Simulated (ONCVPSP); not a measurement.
# technetium (Tc), ONCV: configuration errors across variants

- Element: technetium (Tc)
- Generator: ONCVPSP 4.0.1
- Type: optimised norm-conserving Vanderbilt (ONCV)
- Functional: PBE
- Relativity: fully relativistic
- Frozen core: [Ar] 3d10
- Valence charge: 15
- Reference configuration: 4s2 4p6 4d5 5s1.75 5p0.25
- Partial waves: 4s+5s: rc 2.05 bohr, ncon 3, nbas 6, qcut 7.3 1/bohr, 2 projectors; 4p+5p: rc 2.10 bohr, ncon 4, nbas 9, qcut 6.1 1/bohr, 2 projectors; 4d: rc 1.50 bohr, ncon 4, nbas 8, qcut 6 1/bohr, 2 projectors, debl 1.2 Ha
- Local potential: polynomial inside 1.30 bohr (lpopt 5, dvloc0 0 Ha)
- Core correction: polynomial model core, fcfact 0.6

Open shells are filled in proportion to 2j + 1.

All-electron excitation energies from the reference (eV): (1) 4s2 4p6 4d5 5s2 5p0 -0.916; (2) 4s2 4p6 4d5 5s1 5p0 7.238; (3) 4s2 4p6 4d5 5s0 5p0 22.089; (4) 4s2 4p6 4d5 5s1.5 5p0 2.366.

Errors AE − PS in meV (a dash: test not solved or not reliable):

```tsv
change	(1)	(2)	(3)	(4)	bound ghosts	GHOST(+) flags above zero
base	-0.1	-0.6	-6.2	0.0	none	s, d5/2, d3/2
s: qcut 4.7; p: qcut 3.9; d: qcut 3.9	-0.2	-1.1	-13	0.0	none	p3/2, d5/2, d3/2
s: qcut 5.7; p: qcut 4.7; d: qcut 4.7	-0.1	-0.9	-9.6	0.0	none	d3/2
s: qcut 6.2; p: qcut 5.2; d: qcut 5.1	-0.1	-0.8	-8.0	0.0	none	d5/2, p1/2, d3/2
s: qcut 8.2; p: qcut 6.9; d: qcut 6.8	0.0	-0.5	-5.0	0.0	none	none
s: qcut 9.9; p: qcut 8.3; d: qcut 8.1	0.0	-0.5	-4.4	0.0	none	s
s: qcut 10.3; p: qcut 8.6; d: qcut 8.5	0.0	-0.5	-4.4	0.0	none	s
```

Give the same row for: s: qcut 8.8; p: qcut 7.4; d: qcut 7.3.

0.0, -0.5, -4.8, 0.0; bound ghosts: none; GHOST(+) flags above zero: none.
